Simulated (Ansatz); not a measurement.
A structure relaxed at PBE-D4/def2-SVP in Ansatz, charge 0, singlet:

```xyz
9

Sn   -1.4856   -1.0060   -1.8037
Sn    2.0499    0.4383   -0.1978
Sn   -0.1983   -2.1673    1.5682
Sn   -0.4698    1.6722    1.1888
O     0.6073   -0.2816    1.3529
O    -0.9613    0.9699   -0.9032
O     0.2569    0.3725   -1.5733
O     1.3842    2.2065    0.5508
O    -1.1833   -2.2045   -0.1827
```

(1) Give its formula and point group.

(2) Summarise the bond lengths by kind (pairs closer than 1.2 times the sum of covalent radii, bridged metal pairs left out).

Answers

(1) the cluster Sn₄O₅. Point group Cs (tolerance 0.1 Å).

(2) 11 × O–Sn 2.01 to 2.26 Å; 1 × O–O 1.51 Å.

In the def2 sets Sn takes a core potential; there is no spin–orbit coupling. The structure holds one bond between oxygen atoms, so isomers without such links may lie far lower. Another isomer (singlet) lies 0.82 eV lower at PBE0-D4/def2-TZVP; other spin states weren't run for this one.
